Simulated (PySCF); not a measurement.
**Excitation energy of Re by level of theory**

Re [Xe] 4f14 5d5 6s2 (6S) → Re [Xe] 4f14 5d7 (4F), as a difference of total energies. All numbers are calculated (PySCF 2.14, scalar relativity by spin-free X2C-1e, in x2c-TZVPPall). Correlated levels: valence: [Xe] 4f14 frozen. The calculations carry no spin-orbit coupling.

```csv
method,excitation energy (eV)
UHF,5.903
LDA,4.579
PBE,4.510
PBE0,4.648
r2SCAN,4.780
MP2 (valence),4.986
SCS-MP2 (valence),4.546
```

Q: How much does correlation contribute at MP2 (valence)?

A: 4.986 − (5.903) = -0.917 eV, measured against UHF.

A first-order spin-orbit estimate (lowest level to lowest level, LS coupling) adds -0.469 eV.
